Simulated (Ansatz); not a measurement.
Ansatz (a first-principles code) input:

Ansatz 0.2 input:
```yaml
crystal:
  periodic: [false, false, false]
  atoms:
    - {symbol: Mo, position_ang: [0.03588077, 0.00549569, -0.01569460]}
    - {symbol: H, position_ang: [0.59486821, 1.34707647, -0.91156705]}
    - {symbol: H, position_ang: [-1.08243963, 0.38152883, 1.14278402]}
    - {symbol: H, position_ang: [0.70194908, -0.19917407, 1.51545109]}
    - {symbol: H, position_ang: [-1.57088985, -0.32611548, -0.22169543]}
    - {symbol: H, position_ang: [-0.15048024, -1.43413462, -0.86579930]}
basis:
  gaussian:
    orbitals: def2-SVPD
magnetization: {spin_polarized: true, initial_magnetization: 1}
correlation: {method: ccsd_t, electrons: outside_noble_gas}
```

Q: Predict the final energy.

A: -70.53350 Eh (CCSD(T)/def2-SVPD). The basis has 74 functions.

The spin state was set by rule; other spins were not relaxed.
